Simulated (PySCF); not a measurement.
## Level sweep

CHBrF2.
InChI=1S/CHBrF2/c2-1(3)4/h1H

PySCF, dipoles from the SCF density, polarisabilities from static response with core orbitals frozen. Geometry: PBE0-D3(BJ)/def2-SVP; no solvent, vibrations or thermal averaging. Relativistic effects, spin–orbit coupling among them, are left out although an element past zinc is present.

How do dipole and polarisability depend on functional and basis here?

| level | μ (D) | error (%) | α (Å³) | anisotropy (Å³) |
| --- | --- | --- | --- | --- |
| LDA/def2-SVPD | 1.322 | -11.9 | 5.92 | 2.00 |
| PBE/def2-SVPD | 1.287 | -14.2 | 5.93 | 1.99 |
| B3LYP/def2-SVPD | 1.366 | -8.9 | 5.72 | 1.92 |
| PBE0/def2-SVPD | 1.368 | -8.8 | 5.64 | 1.88 |
| BHandHLYP/def2-SVPD | 1.458 | -2.8 | 5.46 | 1.84 |
| CAM-B3LYP/def2-SVPD | 1.406 | -6.3 | 5.62 | 1.88 |
| wB97X-D/def2-SVPD | 1.390 | -7.4 | 5.62 | 1.86 |
| LC-wPBE/def2-SVPD | 1.400 | -6.7 | 5.52 | 1.84 |
| HF/def2-SVPD | 1.562 | +4.1 | 5.24 | 1.77 |
| PBE0/6-31G* | 1.411 | -6.0 | 4.05 | 2.32 |
| PBE0/def2-SVP | 1.389 | -7.4 | 3.94 | 2.28 |
| PBE0/def2-TZVP | 1.361 | -9.3 | 4.96 | 2.19 |

Reference dipole: 1.500 D (measured, gas; NIST CCCBDB Release 22 (SRD 101), experimental dipoles). The anisotropy is √(½[(α1 − α2)² + (α2 − α3)² + (α3 − α1)²]). For the dipole, the smallest error is 2.8% (BHandHLYP/def2-SVPD) and the largest 14.2% (PBE/def2-SVPD). The dipole runs from 1.29 D (PBE/def2-SVPD) to 1.56 D (HF/def2-SVPD). No reference polarisability is at hand; against PBE0 in the largest diffuse basis at hand (def2-SVPD) the other PBE0 rows deviate by 6-31G* -28%, def2-SVP -30%, def2-TZVP -12%. In one basis (def2-SVPD) the functionals order the polarisability from HF (lowest) to PBE (highest), a spread of 13%. With PBE0 the polarisability is 4.32 Å³ without diffuse functions (mean of 6-31G*, def2-SVP and def2-TZVP) and 5.64 Å³ with them (def2-SVPD). Measured values can belong to vibrating molecules; the computed ones are for one fixed geometry.
